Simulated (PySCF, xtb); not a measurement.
C2H5Cl2In, SMILES C[CH2][In]([Cl])[Cl].

GFN2-xTB in xtb 6.7.1 at its own geometry gives an orbital gap of 3.07 eV and a dipole moment of 4.50 D.

Coordinates come from a PBE-D3(BJ)/def2-SVP optimisation. The structure was generated by enumeration; whether it is a known compound was not checked. The def2 effective core potentials stand for the cores of In; spin–orbit coupling is left out. One conformer was computed; it need not be the lowest.

Q: What does CAM-B3LYP/def2-TZVP in PySCF give? (The exact figures need the calculation; the answer reports its results.)

A: gap 8.47 eV (levels -9.44 and -0.97 eV), dipole 4.34 D.
